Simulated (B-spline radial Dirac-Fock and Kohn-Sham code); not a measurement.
# Radiative decay of the M5 hole in Os⁷⁺

System: Os⁷⁺, configuration [Xe] 4f14 5d1.

Model: one-electron (LDA, Dirac) transition rates at Dirac-Fock energies. Program: a radial B-spline solver.

```tsv
line	multipole	energy (eV)	width (meV)	share (%)
Mζ1	E1	1487.2	1.54	3.46
Mα2	E1	1912.0	2.08	4.67
Mα1	E1	1914.7	40.6	91.2
M5-O3	E1	1927.3	0.283	0.636
```

The listed lines hold 100.0 % of the radiative rate. The radiative width is 0.0445 eV in the length form and 0.0448 eV in the velocity form; the two differ because the transition energies are not eigenvalue differences of the potential that gave the orbitals.

Values without a named source are computed, but for edge energies of neutral atoms, which are taken from tables.
